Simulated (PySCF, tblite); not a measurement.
Isomers of C5H3FO. Computed values, GFN2-xTB/tblite, gas phase, harmonic and unscaled. This tight-binding method is rough: wavenumbers can miss measured ones by several per cent, in bad cases by 10 to 20. One conformer each.

Electronic energies: PBE0/pcSseg-1 single points on the GFN2-xTB geometries (PySCF, gas phase).

```tsv
SMILES	electronic energy, lowest = 0 (kcal/mol)
C#CC(=O)/C=C\F	2.5
C#CC(=O)/C=C/F	0.0
C#CC(=O)C(=C)F	1.9
C#CC(=C=O)CF	1.8
C#C[C@H](F)C=C=O	5.0
C=C(F)C#CC=O	2.0
O=CC1=CC/1=C\F	22.0
```

**Question.** How do GFN2-xTB zero-point energies change the relative energies?

**Answer.** 
| SMILES | ZPE (kcal/mol) | of it from modes above 1550 cm⁻¹ | electronic (kcal/mol) | with ZPE, lowest = 0 (kcal/mol) | lowest mode (cm⁻¹) | rings |
| --- | --- | --- | --- | --- | --- | --- |
| C#CC(=O)/C=C/F | 38.4 | 21.7 | 0.0 | 0.0 | 74 | 0 |
| C#CC(=C=O)CF | 38.6 | 19.8 | 1.8 | 2.1 | 42 | 0 |
| C#CC(=O)C(=C)F | 38.1 | 21.8 | 1.9 | 1.7 | 55 | 0 |
| C=C(F)C#CC=O | 38.1 | 21.1 | 2.0 | 1.8 | 59 | 0 |
| C#CC(=O)/C=C\F | 38.5 | 21.6 | 2.5 | 2.6 | 41 | 0 |
| C#C[C@H](F)C=C=O | 38.1 | 20.0 | 5.0 | 4.8 | 41 | 0 |
| O=CC1=CC/1=C\F | 38.0 | 20.6 | 22.0 | 21.6 | 74 | 1 |

The zero-point energies span 0.6 kcal/mol, from `O=CC1=CC/1=C\F` to `C#CC(=C=O)CF`. The lowest isomer stays, but the order above it changes.

**Question.** And how do the electronic energies of GFN2-xTB itself compare?

**Answer.** `C#CC(=O)/C=C/F` 5.3; `C#CC(=C=O)CF` 0.0; `C#CC(=O)C(=C)F` 7.8; `C=C(F)C#CC=O` 6.8; `C#CC(=O)/C=C\F` 7.6; `C#C[C@H](F)C=C=O` 3.8; `O=CC1=CC/1=C\F` 26.7 kcal/mol, lowest = 0. Against the energies above, taken from the same isomer `C#CC(=O)/C=C/F`, the largest difference is 7.1 kcal/mol.

**Question.** What do entropy and thermal enthalpy add at 298.15 K and 1 bar (rigid rotor, harmonic oscillator, one conformer each)?

**Answer.** 
```
          SMILES  point group  symmetry number  S (cal/(mol K))  H − H(0) (kcal/mol)  ZPE + H − H(0) − TS (kcal/mol)
  C#CC(=O)/C=C/F           Cs                1             84.7                 5.18                            18.3
    C#CC(=C=O)CF           C1                1             86.9                 5.33                            18.0
  C#CC(=O)C(=C)F           Cs                1             84.0                 5.12                            18.2
    C=C(F)C#CC=O           Cs                1             86.5                 5.28                            17.6
  C#CC(=O)/C=C\F           Cs                1             84.6                 5.10                            18.3
C#C[C@H](F)C=C=O           C1                1             85.8                 5.25                            17.8
  O=CC1=CC/1=C\F           Cs                1             84.1                 5.05                            18.0
```
